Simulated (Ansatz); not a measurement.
## Reading a saddle point

A first-order saddle point of AlSiN₂H₉, closed shell, PBE0-D4/def2-TZVP, with one imaginary mode of 1158i cm⁻¹:

Al1  (-0.686, -0.081, -0.339)
Si2  (1.588, 0.663, 0.843)
N3  (-1.464, -1.002, 0.955)
N4  (-0.501, -0.591, -2.023)
H5  (-0.005, 1.401, 0.071)
H6  (-0.960, 1.626, -0.421)
H7  (2.593, 1.450, 0.077)
H8  (1.542, 1.184, 2.239)
H9  (2.078, -0.749, 0.910)
H10  (-2.397, -1.374, 0.886)
H11  (-1.133, -1.065, 1.903)
H12  (-0.496, 0.036, -2.809)
H13  (-0.158, -1.498, -2.295)
(Å)

Program: Ansatz 0.2.0. Basis: def2-TZVPP and def2-QZVPP. Cores are frozen in the correlated methods. Extrapolation: Hartree–Fock as exp(−7.88 √X), correlation as X^−2.97.

Problem. Which contacts change along the imaginary mode, and what lies on either side? (Judge from chemistry; the calculation decides.)

Solution. Computed: The step is AlSiN₂H₇ ([NH2][Al]([NH2])[SiH3]) + H₂ → AlN₂H₅ ([NH2][AlH][NH2]) + SiH₄, with the molecules in contact on both sides. Shortening one way: Al1–H6, Si2–H5; lengthening the same way: Al1–Si2, H5–H6.
```
   pair  one side (Å)  saddle (Å)  other side (Å)
 Al1–H6          3.27        1.73            1.58
 Si2–H5          3.92        1.92            1.49
Al1–Si2          2.44        2.67            3.41
  H5–H6          0.75        1.10            2.84
```

Problem. Which side is lower, and how far does the saddle lie above each? (Judge from chemistry; the value comes from the calculation.)

Solution. The calculation gives: The side with Al1–H6, Si2–H5 short is lower by 18.4 kJ/mol; the saddle lies 180.3 kJ/mol above it and 161.9 kJ/mol above the other (CCSD(T) at an estimated basis limit (MP2 extrapolated from triple and quadruple zeta, plus CCSD(T) − MP2 in triple zeta); electronic energies).

The T1 diagnostic stays at or below 0.013.

Labels in which every atom is bracketed show which atoms are joined, not bond orders.

For scale, one of the runs: CCSD(T)/def2-TZVPP, 272 basis functions (an equivalent command: `ansatz run in.yaml --threads 4`). Time: 100 s of wall clock on 4 CPU threads; the host was shared. Peak host memory: 6.8 GiB.
